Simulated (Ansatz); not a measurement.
Question: Name a neutral molecule of C, O, Si and H with HOMO–LUMO gap (B3LYP/def2-TZVPP) between 5.50 and 5.80 eV and size of the dipole moment (PBE/def2-TZVPP) between 3.05 and 3.35 D (Ansatz, PBE0-D4/def2-TZVP geometry).

Answer: `CC(C)O[Si]OC(C)C` (5.66 eV, 3.18 D). Other molecules can fit too; these were computed, each in one conformer that needn't be the lowest.

B3LYP here is the variant with VWN-RPA as its local correlation; programs differ in this.
